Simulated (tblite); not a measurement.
Level: GFN2-xTB in tblite, geometry and Hessian alike; calculated harmonic values, unscaled, isolated species. Against measured fundamentals such values can be off by several per cent, at times by over 20. Modes of hydrogen on phosphorus and silicon can be 10 to 20 % off. One conformer each. Thermal functions are those of the rigid rotor and harmonic oscillator, without mixing of conformers.

Question: Order these by their heat capacity Cp at 200 K, highest first (J/(mol K)).
A. `FP(F)P(F)F`
B. `C(F)(F)[C@@H]1[SiH2]OC1`
C. `CN([SiH2]P)C1CC1`
D. `c1(C)pcc(cp1)C#N`
E. `C=CCN(C)[SiH2]P`

Answer: E (127.8), C (119.6), D (112.3), B (90.3), A (88.6).

```tsv
SMILES	atoms	mass (u)	symmetry number	modes under 300 cm⁻¹	ZPE (kJ/mol)	S translation (J/(mol K))	S rotation	S vibration	S	Cp
C=CCN(C)[SiH2]P	19	133.05	1	8	386.0	161.6	117.4	97.5	376.4	127.8
CN([SiH2]P)C1CC1	19	133.05	1	7	390.7	161.6	116.5	83.3	361.4	119.6
Cc1pcc(C#N)cp1	14	152.99	1	6	240.0	163.3	120.1	76.2	359.5	112.3
FC(F)[C@H]1CO[SiH2]1	13	124.02	1	4	227.8	160.7	113.0	47.9	321.6	90.3
FP(F)P(F)F	6	137.94	2	5	29.1	162.0	106.2	54.4	322.7	88.6
```

Entropies and Cp are for 200 K and 1 bar.
